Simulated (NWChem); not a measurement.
CH₆BN; SMILES N(C)B

```xyz
9

B      0.2300    -1.3584     0.0000
H     -0.4328    -2.3707     0.0000
H      1.4410    -1.3823     0.0000
N     -0.4209    -0.1328     0.0000
C      0.1788     1.1783     0.0000
H     -1.4353    -0.1210     0.0000
H     -0.1099     1.7627     0.8904
H     -0.1099     1.7627    -0.8904
H      1.2725     1.0781     0.0000
```
Atoms are numbered in this order, from 1.

All runs: NWChem. Pople sets run with spherical d functions. Structure relaxed at the PBE0/def2-SVP level. Isotropic polarisability at PBE0/6-31+G*. A Cauchy series cut after its second term is a line in ω².

| row | ω² (10⁻³ Ha²) | α (bohr³) |
|---|---|---|
| static | 0.00 | 34.95 |
| 1065 nm | 1.83 | 35.27 |
| 589 nm | 5.98 | 36.01 |
| 400 nm | 12.97 | withheld |

Question: Fit a straight line of the last column on the one before it, predict the withheld value, and compare with the run.

Answer: 
1. Means of the 3 shown rows: x = 2.603, y = 35.410. Slope Σ(x − x̄)(y − ȳ)/Σ(x − x̄)² = 3.332/18.78 = 0.1774; intercept 34.948.
2. The shown rows scatter about the line by 0.002 (root mean square); the largest residual is 0.00, at 1065 nm.
3. At x = 12.97 (400 nm; beyond the shown range) the line gives 37.25.
4. The run gives 37.40, +0.15 from the line. The intercept estimates α(0), and the slope, 177 bohr³/Ha², the next Cauchy moment.
